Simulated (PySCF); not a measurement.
An equivalent PySCF input for Sn+ (tin, charge +1), [Kr] 4d10 5s2 5p1, 2P determinant, with scalar relativity through the core potential:

```python
from pyscf import gto, scf, dft, mp, cc
import basis_set_exchange as bse
txt = bse.get_basis("def2-SVP", elements=["Sn"], fmt="nwchem", header=False)
cut = txt.index("\nECP")
mol = gto.M(atom="Sn 0 0 0", charge=1, spin=1, symmetry="D2h",
            basis=gto.basis.parse(txt[:cut]),
            ecp={"Sn": gto.basis.parse_ecp(txt[cut:])})
mf = scf.UHF(mol)
mf.irrep_nelec = {'Ag': (4, 4), 'B1g': (1, 1), 'B2g': (1, 1), 'B3g': (1, 1), 'B1u': (1, 1), 'B2u': (2, 1), 'B3u': (1, 1)}
mf.kernel()
```

It reaches the same state as the run whose output follows, and the same energy. The run itself started from symmetry-adapted Hartree-Fock orbitals and held the occupation by maximum overlap, so the iterations belong to that start.

```
SCF conv_tol = 1e-09
number electrons alpha = 11  beta = 10
cycle= 1 E= -213.083902179588  delta_E= -0.00262  |g|= 0.016  |ddm|= 0.0761
cycle= 2 E= -213.084237412035  delta_E= -0.000335  |g|= 0.00584  |ddm|= 0.0272
cycle= 3 E= -213.084289880121  delta_E= -5.25e-05  |g|= 0.000309  |ddm|= 0.0161
cycle= 4 E= -213.084290082945  delta_E= -2.03e-07  |g|= 5.64e-05  |ddm|= 0.00166
cycle= 5 E= -213.084290089293  delta_E= -6.35e-09  |g|= 1.36e-05  |ddm|= 0.000355
cycle= 6 E= -213.084290089587  delta_E= -2.94e-10  |g|= 1.58e-06  |ddm|= 9.73e-05
converged SCF energy = -213.084290089587  <S^2> = 0.75921225  2S+1 = 2.0091911
```

Energies and moments cover only the electrons outside the core potential.
